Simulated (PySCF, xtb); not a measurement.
C₃H₄, SMILES C1=CC1.

Harmonic wavenumbers (cm⁻¹) from xtb with GFN2-xTB at its own minimum, in rising order: 668, 733, 858, 931, 947, 1005, 1050, 1065, 1210, 1496, 1775, 2999, 3019, 3227, 3252.

### Question
What does B3LYP-D3(BJ)/def2-TZVP (PySCF 2.14.0) give at its own minimum? (Estimate from the structure and the level; the computed values follow.)

### Answer
600, 785, 868, 923, 1017, 1038, 1073, 1114, 1151, 1525, 1734, 3042, 3102, 3254, 3298. Paired by order, the mean absolute difference is 43 cm⁻¹ and the zero-point energies are 34.6 and 35.1 kcal/mol.
